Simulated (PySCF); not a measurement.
## How the method changes the constants of PbO⁺

State: ²Π (doublet), unpaired electrons π ↑. Set-up: Pb aug-cc-pVDZ-PP with ECP60, O aug-cc-pVDZ; scalar-relativistic core potentials (PySCF 2.14). De refers to Pb⁺ + O in their high-spin ground configurations, without counterpoise correction. The functionals are run spin-unrestricted. A positive dipole points towards O; it is taken about the centre of mass and depends on that origin. Levels whose curve was spin-contaminated or gave no clean fit are not listed.

| Level | Re (Å) | ωe (cm⁻¹) | De (eV) | μ (D) | CPU s a point (SCF and correlation, without the integrals) |
| --- | --- | --- | --- | --- | --- |
| UHF | 2.077 | 617 | n/a | -3.41 | 0.22 |
| UHF-CCSD | 2.099 | 585 | n/a | n/a | n/a |
| PBE | 2.130 | 546 | n/a | -2.56 | 1.1 |
| PBEsol | 2.113 | 561 | n/a | -2.44 | 0.51 |
| BLYP | 2.145 | 533 | n/a | -2.63 | 0.51 |
| r²SCAN | 2.107 | 572 | n/a | -2.65 | 1.1 |
| r²SCANh | 2.098 | 583 | n/a | -2.75 | 3.9 |
| PBE0 | 2.098 | 582 | n/a | -2.85 | 1.2 |
| CAM-B3LYP | 2.092 | 592 | n/a | -2.95 | 1.3 |

The bond length runs from 2.077 Å (UHF) to 2.145 Å (BLYP).

Correlated steps freeze 5 core orbitals. Spin–orbit coupling is left out, which matters for elements this heavy, above all for dissociation energies. The state was picked by a PBE0 search and need not be the measured ground state.

The whole job (state search and all levels along the bond) took about 4.5 min on 1 thread of Arm Neoverse V1 (shared host), peak memory 0.71 GiB.
